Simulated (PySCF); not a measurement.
This PySCF input asks for the NMR shieldings of `InChI=1S/C5H15PSSi/c1-3-4-5-8(6)7-2/h8H,3-6H2,1-2H3/t8-/m0/s1`; the geometry comes from GFN2-xTB.

```python
import basis_set_exchange as bse
import numpy as np
from pyscf import gto, dft
from pyscf.prop import nmr

atoms = """
C    -3.652474    0.582059   -0.001896
C    -2.411257    0.097990   -0.740563
C    -1.256010   -0.179708    0.219030
C    -0.014690   -0.691626   -0.506745
Si    1.478522   -0.941387    0.655148
P     3.221879   -1.506895   -0.654353
S     1.936747    0.886737    1.712549
C     2.809690    1.817506    0.412677
H    -3.995705   -0.172109    0.702907
H    -3.433436    1.492220    0.551900
H    -4.458792    0.789496   -0.701379
H    -2.103894    0.854097   -1.467141
H    -2.649321   -0.813582   -1.293853
H    -1.009077    0.736448    0.760058
H    -1.570940   -0.918175    0.959128
H     0.256702    0.015295   -1.296604
H    -0.249505   -1.633247   -1.007630
H     1.178551   -1.855804    1.757380
H     4.101849   -1.700365    0.395409
H     2.873558   -2.842516   -0.692488
H     3.258441    2.680805    0.892262
H     2.102645    2.139436   -0.345262
H     3.581766    1.190312   -0.027519
"""
names = dict.fromkeys(["C", "Si", "P", "S", "H"], "pcSseg-1")
basis = {el: gto.basis.parse(bse.get_basis(n, elements=[el], fmt="nwchem")) for el, n in names.items()}
mol = gto.M(atom=atoms, basis=basis, charge=0, verbose=0)
mf = dft.RKS(mol, xc="PBE0")
mf.grids.level = 2
mf.grids.alignment = dft.numint.BLKSIZE   # the property module wants whole blocks of grid points
mf.conv_tol = 1e-9
mf.kernel()

calc = nmr.RKS(mf)   # GIAO
C = mf.mo_coeff
Co = C[:, mf.mo_occ > 0]
resp = mf.gen_response(singlet=True, hermi=2)
def vind(x):   # induced exchange potential for any number of trial vectors
    d = np.einsum("pi,xij,qj->xpq", C, 2 * x.reshape(-1, C.shape[1], Co.shape[1]), Co, optimize=True)
    return np.einsum("xpq,pi,qj->xij", resp(d - d.transpose(0, 2, 1)), C, Co, optimize=True).ravel()
mo1, _ = nmr.rhf.solve_mo1(calc, with_cphf=vind)
sigma = calc.kernel(mo1)
for i, s in enumerate(sigma):   # ppm
    print("%2d %-2s %9.2f" % (i, mol.atom_pure_symbol(i), np.trace(s) / 3))
```

Problem. Give the expected output.

Solution. 
```
 0 C     169.91
 1 C     154.77
 2 C     155.52
 3 C     165.03
 4 Si    342.33
 5 P     618.93
 6 S     694.12
 7 C     174.14
 8 H      30.77
 9 H      30.70
10 H      30.47
11 H      30.43
12 H      30.37
13 H      30.00
14 H      30.71
15 H      30.85
16 H      31.04
17 H      26.45
18 H      30.58
19 H      30.62
20 H      29.77
21 H      29.70
22 H      29.63
```

These numbers come from an equivalent density-fitted implementation of the same equations, which agrees with the script to about 0.01 ppm for H and up to a few tenths of a ppm for heavy atoms, so last digits may differ.

Problem. Turn these shieldings into chemical shifts. Referencing at the same level of theory: ¹³C (σ = 186.93 ppm), ²⁹Si (σ = 349.16 ppm), ¹H (σ = 31.72 ppm) against TMS; ³¹P (σ = 318.38 ppm) vs H3PO4; ³³S (σ = 503.73 ppm) against CS2.

Solution. Averaging equivalent atoms: C 1: 32.2; C 2: 31.4; C 3: 21.9; C 0: 17.0; C 7: 12.8; Si 4: 6.8; P 5: -300.6; S 6: -190; H 17: 5.26; H 20/21/22: 2.02; H 13: 1.72; H 12: 1.34; H 11: 1.29; H 18/19: 1.12; H 8/9/10: 1.07; H 14: 1.01; H 15: 0.87; H 16: 0.67 ppm. Experimental scales use liquid or dissolved standards, which lie at an offset from isolated H3PO4.

Size and cost of the density-fitted run: 232 basis functions, 97 s wall time on 1 thread of an Arm Neoverse N1, shared host; peak memory 1.1 GiB.
